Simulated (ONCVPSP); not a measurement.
**tellurium: one change to an ONCV potential, before and after**

```json
{
 "Element": "Te",
 "Generator": "ONCVPSP 4.0.1",
 "Type": "optimised norm-conserving Vanderbilt (ONCV)",
 "Functional": "LDA (Perdew-Wang 92)",
 "Relativity": "non-relativistic",
 "Frozen core": "[Ar] 3d10",
 "Valence charge": "24",
 "Reference configuration": "4s2 4p6 4d10 5s2 5p2 (charge +2)",
 "Partial waves": "4s+5s: rc 1.50 bohr, ncon 4, nbas 8, qcut 10 1/bohr, 3 projectors, debl 0.8 Ha; 4p+5p: rc 1.15 bohr, ncon 3, nbas 7, qcut 12.8 1/bohr, 2 projectors; 4d: rc 1.30 bohr, ncon 4, nbas 8, qcut 10.2 1/bohr, 1 projector",
 "Local potential": "polynomial inside 0.95 bohr (lpopt 5, dvloc0 3 Ha)",
 "Core correction": "polynomial model core, fcfact 0.2"
}
```

In the s channel the program set the typed energies aside and used -6.283, -1.161, 0.250 Ha.

Change: d: rc 1.8.

Cutoffs: the cutoffs (Ha) at which the residual kinetic energy of the hardest occupied pseudo-wave falls to 1 and 0.1 mHa per electron; they do not see the model core or the augmentation charge, which bear on the density cutoff. Errors are all-electron minus pseudo energies relative to the spin-unpolarised reference configuration.

**Question.** What does the change do?

**Answer.** The potential gets neither clearly harder nor softer (54 Ha and 64 Ha → 54 Ha and 64 Ha); the p channel sets the loose cutoff, while the largest relative change is in d, which becomes softer; the errors of the 4 common tests hardly move; neither file shows a bound ghost.

| quantity | base | changed |
| --- | --- | --- |
| cutoff, loose | 54 Ha | 54 Ha |
| cutoff, tight | 64 Ha | 64 Ha |
| loose cutoff by channel | s 32 Ha, p 54 Ha, d 44 Ha | s 32 Ha, p 54 Ha, d 35 Ha |
| bound ghosts | none | none |
| GHOST(+) flags under 300 eV | none | none |
| error for 4s2 4p6 4d10 5s2 5p4, meV [ΔE -28.08 eV] | +0.1 | -0.2 |
| error for 4s2 4p6 4d10 5s2 5p3, meV [ΔE -18.14 eV] | 0.0 | -0.1 |
| error for 4s2 4p6 4d10 5s2 5p1, meV [ΔE 27.11 eV] | 0.0 | -0.2 |
| error for 4s2 4p6 4d10 5s2 5p3.5, meV [ΔE -24.08 eV] | 0.0 | -0.1 |
| s: phases at 1.52 bohr within 0.05 rad from the reference energy up to (Ha; the scan ends near 5) | to the end of the scan | to the end of the scan |
| p: phases at 1.17 bohr within 0.05 rad from the reference energy up to (Ha; the scan ends near 5) | to the end of the scan | to the end of the scan |
| rms error of d²Exc/dni dnj with the model core, mHa | 0.94 | 0.98 |
